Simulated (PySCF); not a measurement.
C₃H₅BFNO, SMILES C(=O)B(F)/C=N/C. Atoms are numbered in the order given.

```xyz
12

C     -0.5131     2.9409     0.0000
N      0.2733     1.7354     0.0000
C     -0.3234     0.6034     0.0000
B      0.5111    -0.7186     0.0000
F      1.8326    -0.7064     0.0000
C     -0.2233    -2.1513     0.0000
O     -1.4361    -2.2335     0.0000
H     -1.6086     2.7707     0.0000
H     -0.2376     3.5468    -0.8804
H     -0.2376     3.5468     0.8804
H     -1.4324     0.5359     0.0000
H      0.4014    -3.0885     0.0000
```
Charge 0, spin multiplicity 1.

Geometry optimised at B3LYP-D3(BJ)/def2-SVP. The structure was generated by enumeration; whether it is a known compound was not checked. One conformer was computed; it need not be the lowest.

Calculation: PySCF with CAM-B3LYP/def2-TZVP.

The molecule is in vacuum.

```json
{
  "total_energy": "-372.00126 hartree",
  "point_group": "Cs",
  "highest_occupied_level": "-8.73 eV",
  "lowest_empty_level": "-1.96 eV",
  "orbital_gap": "6.77 eV",
  "dipole_moment": "1.08 D",
  "quadrupole, principal values (traceless, Buckingham form, about the centre of nuclear charge)": "-15.41, 3.57, 11.84 D·Å",
  "mean_static_polarisability": "60.6 bohr³ (8.98 Å³)",
  "polarisability_principal_values": "39.0, 59.1, 83.8 bohr³"
}
```
